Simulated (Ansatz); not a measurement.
B₂H₆SSi (`BB([SiH3])S`), relaxed with RKS PBE0-D4/def2-TZVP in Ansatz 0.2.0 from a PBE-D4/def2-SVP geometry. The force threshold is 0.005 eV/Å; the program also tests the step.

The species carries charge 0 and has multiplicity 1.

Start:

```xyz
10

B     1.527    0.642   -0.113
B     0.011    0.303    0.422
Si   -1.026   -1.044   -0.706
S    -0.882    0.940    1.826
H     2.494   -0.006    0.252
H     1.741    1.493   -0.960
H    -2.228   -1.584    0.028
H    -0.164   -2.207   -1.123
H    -1.505   -0.362   -1.963
H     0.032    1.824    2.337
```

| step | energy (eV) | largest force (eV/Å) | largest move (Å) |
| --- | --- | --- | --- |
| 1 | -20154.6540 | 0.487 | 0.000 |
| 2 | -20154.6815 | 0.220 | 0.027 |
| 3 | -20154.6835 | 0.137 | 0.024 |
| 4 | -20154.6854 | 0.019 | 0.016 |
| 5 | -20154.6855 | 0.017 | 0.005 |
| 6 | -20154.6860 | 0.045 | 0.038 |
| 7 | -20154.6863 | 0.040 | 0.024 |
| 8 | -20154.6866 | 0.017 | 0.026 |
| 9 | -20154.6869 | 0.028 | 0.034 |
| 10 | -20154.6872 | 0.046 | 0.037 |
| 11 | -20154.6873 | 0.049 | 0.056 |
| 12 (rejected) | -20154.6872 | 0.057 | 0.028 |
| 13 | -20154.6877 | 0.023 | 0.006 |
| 14 | -20154.6878 | 0.016 | 0.018 |
| 15 | -20154.6879 | 0.022 | 0.041 |
| 16 | -20154.6880 | 0.018 | 0.014 |
| 17 | -20154.6880 | 0.009 | 0.004 |
| 18 | -20154.6880 | 0.002 | 0.007 |
| 19 | -20154.6880 | 0.004 | 0.006 |
| 20 | -20154.6880 | 0.002 | 0.007 |

End:

```xyz
10

B     1.504    0.723   -0.145
B     0.023    0.271    0.382
Si   -1.049   -1.055   -0.711
S    -0.793    0.821    1.851
H     2.491    0.111    0.154
H     1.650    1.651   -0.891
H    -2.365   -1.351   -0.080
H    -0.293   -2.329   -0.852
H    -1.289   -0.512   -2.077
H     0.119    1.670    2.368
```

Hardware: 2 threads of an Arm Neoverse V1 on a shared host. Wall time 90 s, peak host memory 0.4 GiB.
